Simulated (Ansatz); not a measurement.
`C[BH][ZnH]` + CH₃OH → `C[O][ZnH]` + `BC` at 298.15 K and 1 bar (cleavage of the Zn–B bond).

Computed with Ansatz on PBE0-D4/def2-TZVP structures; ΔE is electronic, products minus reactants. CCSD(T)/CBS is the MP2 limit (def2-TZVPP, def2-QZVPP) plus CCSD(T) − MP2 in def2-TZVPP, frozen cores. This one scheme is used for every species. For Zn outer-core shells are correlated without core-valence functions, which leaves a few kJ/mol of doubt a bond. Scalar relativity is left out up to krypton.

```tsv
species	CCSD(T)/CBS energy (Eh)	H − E (kJ/mol)	S (J/(mol·K))
`C[BH][ZnH]`	-1844.18606	157.8	304.4
CH₃OH	-115.61712	146.3	238.2
`C[O][ZnH]`	-1893.99751	140.1	300.0
`BC`	-65.83255	158.6	247.5
```

H − E and S are ideal-gas, rigid-rotor, harmonic terms from PBE0-D4/def2-TZVP, for one conformer and one mirror image of each species. 1 Eh = 2625.50 kJ/mol, R = 8.31446 J/(mol·K).

Q: By hand: ΔE, ΔH, ΔS and ΔG.

A: ΔE = (-1893.99751) + (-65.83255) − (-1844.18606) − (-115.61712) = -0.02688 Eh = -70.6 kJ/mol. Δ(H − E) = 140.1 + 158.6 − 157.8 − 146.3 = -5.4, so ΔH = -76.0 kJ/mol. ΔS = 300.0 + 247.5 − 304.4 − 238.2 = 4.9 J/(mol·K). ΔG = -76.0 − 298.15 × (4.9)/1000 = -77.5 kJ/mol.

Q: By hand: the equilibrium constant, and the temperature at which ΔG would vanish if ΔH and ΔS stayed fixed.

A: log₁₀ K = −ΔG/(RT ln 10) = 13.6. ΔH and −TΔS have one sign here, so there is no such temperature.

The number of gas molecules stays the same, so ΔS is small and ΔH decides. A doubt of 5 kJ/mol in ΔE shifts log₁₀ K by 0.9 here. Other conformers and mirror images would add mixing entropy, several J/(mol·K) or more a flexible species. These are equilibria of isolated gas molecules and say nothing of rates. Largest T1 diagnostic: 0.017 (customary marks: 0.02 for closed shells, 0.045 for open ones).

ΔS is within the doubt of such terms, so its sign, and with it that verdict, could turn.
